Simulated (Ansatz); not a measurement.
A set of 12 reactions (ligand exchange), with CCSD(T)/CBS values in kJ/mol:

```tsv
reaction	ΔE
`[CH3][AlH][C]#N` + `C#CO` → `C#C[O][AlH][CH3]` + `C#N`	-85.5
`BC[SiH](F)Cl` + `[OH][GeH3]` → `F[SiH](Cl)[O][GeH3]` + `BC`	-116.7
`FC([SiH3])[SiH2]Cl` + `N[Si](Cl)(Cl)Cl` → `Cl[SiH2]N[Si](Cl)(Cl)Cl` + `FC[SiH3]`	-77.9
`B/C(O)=C(\O)F` + `N=C(F)S` → `B/N=C(/F)S` + `O/C=C(\O)F`	-55.7
`[AlH2][SiH2]O[SiH3]` + `OB1CC1` → `[AlH2][O]B1CC1` + `[SiH3]O[SiH3]`	-156.4
`C[SiH2][AlH][F]` + H₂Se → `[F][AlH][SeH]` + `C[SiH3]`	-127.7
`CCBB[SiH3]` + `[OH][Al]([Cl])[Br]` → `[SiH3][O][Al]([Cl])[Br]` + `BBCC`	-111.8
`B[SiH](N)[SiH2]F` + `CC(O)[SiH3]` → `BOC(C)[SiH3]` + `N[SiH2][SiH2]F`	-168.7
`BC[SiH](F)Cl` + `[SH][GeH3]` → `F[SiH](Cl)[S][GeH3]` + `BC`	-48.5
`O[Si]1(O[SiH3])CO1` + `[OH][In]([SH])[Br]` → `[SiH3][O][In]([SH])[Br]` + `O[Si]1(O)CO1`	0.4
`C=C(F)S[SiH3]` + `[OH][GaH][SH]` → `[SiH3][O][GaH][SH]` + `C=C(F)S`	-42.8
`N[AsH][SiH3]` + `O[CH2][ZnH]` → `[SiH3]O[CH2][ZnH]` + `N[AsH2]`	-70.6
```

Calculated with Ansatz (gas phase, PBE0-D4/def2-TZVP geometries, no zero-point term in ΔE). CCSD(T)/CBS is the MP2 limit (def2-TZVPP, def2-QZVPP) plus CCSD(T) − MP2 in def2-TZVPP, frozen cores. This one scheme is used for every species. Double bonds are as drawn, so ΔE can hold a change between cis and trans. DFT in def2-TZVPP. B3LYP here is the variant with VWN-RPA as its local correlation; programs differ in this. def2 core potentials past Kr. For As, Br, Ga, Ge, In, Se, Zn outer-core shells are correlated without core-valence functions, which leaves a few kJ/mol of doubt a bond. Scalar relativity is left out up to krypton. Each species was taken in one conformer, which may not be the lowest.

(1) Give the mean, mean absolute and largest difference (level minus CCSD(T)/CBS, kJ/mol) for: PBE-D4, PBE0-D4, ωB97X-V, ωB97M-V, B2PLYP, PBE, r2SCAN, B3LYP, HF/def2-TZVPP, MP2/def2-TZVPP, SCS-MP2/def2-TZVPP, CCSD/def2-TZVPP, MP2/def2-QZVPP, SCS-MP2/def2-QZVPP. (Best estimate.)

The largest T1 diagnostic in the set is 0.015, for `B/N=C(/F)S` (customary mark 0.02).

CCSD(T)/CBS is a level of theory with its own doubt, and the functionals carry their triple-zeta basis error, so these figures describe this set and don't rank the functionals.

Results:

(1) Ansatz gave: 
```json
{"level": "PBE-D4", "mean": "12.8", "mean absolute": "13.0", "largest": "28.6"}
{"level": "PBE0-D4", "mean": "8.3", "mean absolute": "8.4", "largest": "19.3"}
{"level": "ωB97X-V", "mean": "1.6", "mean absolute": "2.0", "largest": "5.7"}
{"level": "ωB97M-V", "mean": "0.1", "mean absolute": "1.6", "largest": "-3.2"}
{"level": "B2PLYP", "mean": "-2.4", "mean absolute": "3.5", "largest": "-7.2"}
{"level": "PBE", "mean": "13.3", "mean absolute": "13.3", "largest": "28.7"}
{"level": "r2SCAN", "mean": "3.5", "mean absolute": "3.8", "largest": "9.2"}
{"level": "B3LYP", "mean": "-0.1", "mean absolute": "3.4", "largest": "-6.7"}
{"level": "HF/def2-TZVPP", "mean": "-12.3", "mean absolute": "13.8", "largest": "-33.3"}
{"level": "MP2/def2-TZVPP", "mean": "-4.0", "mean absolute": "4.0", "largest": "-9.5"}
{"level": "SCS-MP2/def2-TZVPP", "mean": "-5.7", "mean absolute": "6.0", "largest": "-12.9"}
{"level": "CCSD/def2-TZVPP", "mean": "-1.7", "mean absolute": "3.3", "largest": "-6.6"}
{"level": "MP2/def2-QZVPP", "mean": "-4.4", "mean absolute": "4.5", "largest": "-11.2"}
{"level": "SCS-MP2/def2-QZVPP", "mean": "-6.0", "mean absolute": "6.0", "largest": "-13.7"}
```
